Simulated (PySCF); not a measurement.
Gas-phase reaction: 2 HfCl3OH + O = HfCl4.H2O + Cl2 + HfO2

Energies from PySCF, thermal terms from the rigid-rotor harmonic-oscillator model, ideal gas at 1 bar. † marks an energy on the PBE0/def2-TZVP geometry and frequencies; other levels use their own. MP2 and CCSD(T) freeze the core. Open shells (unrestricted): O (multiplicity 3, electronic degeneracy 9); the rest are closed-shell singlets. Spin-orbit splitting is ignored; it lowers the true energy and changes the entropy of O. B3LYP is the form with VWN-RPA correlation. Hf: scalar-relativistic def2 core potential, no spin-orbit coupling. Adducts (HfCl4.H2O) have no counterpoise correction, and HF, PBE, BLYP, B3LYP and PBE0 lack dispersion. HfCl3OH, HfCl4.H2O: computed as isolated molecules; such fragments, hydroxides, amides, oligomers or adducts are transient or little studied in the gas. MP2 isn't extrapolated to the basis-set limit; its ΔH°(298 K) is 408.0 kJ in def2-SVP and 367.9 kJ in def2-TZVPP. CCSD(T) isn't extrapolated to the basis-set limit. The harmonic model lacks anharmonicity and excited electronic states, which grow with temperature; levels with a mode under 35 cm⁻¹ are left out. Soft modes under 120 cm⁻¹ make the harmonic entropy rough for HfCl3OH, HfCl4.H2O. Warning, large T1 diagnostic: HfO2 (CCSD(T)/def2-SVP†).

| level | ΔE electronic, kJ | ΔH°(298 K), kJ | ΔS°(298 K), J/K | ΔG°(1600 K), kJ |
|---|---|---|---|---|
| B3LYP/def2-TZVP† | 399 | 405 | 5 | 421 |
| CCSD(T)/def2-SVP† | 464 | 470 | 5 | 486 |
| HF/def2-TZVP† | 769 | 775 | 5 | 791 |
| MP2/def2-SVP† | 402 | 408 | 5 | 424 |
| PBE/def2-SVP | 330 | 334 | 7 | 345 |
| PBE/def2-TZVP† | 311 | 317 | 5 | 333 |
| PBE0/def2-QZVP† | 402 | 408 | 5 | 424 |
| PBE0/def2-SVP† | 433 | 439 | 5 | 454 |
| PBE0/def2-TZVP | 408 | 414 | 5 | 429 |
| r2SCAN/def2-TZVP† | 397 | 403 | 5 | 419 |
| ωB97X-V/def2-TZVP† | 430 | 436 | 5 | 452 |
ΔH° is lowest at PBE/def2-TZVP† and highest at HF/def2-TZVP†. No reference value is set beside these.
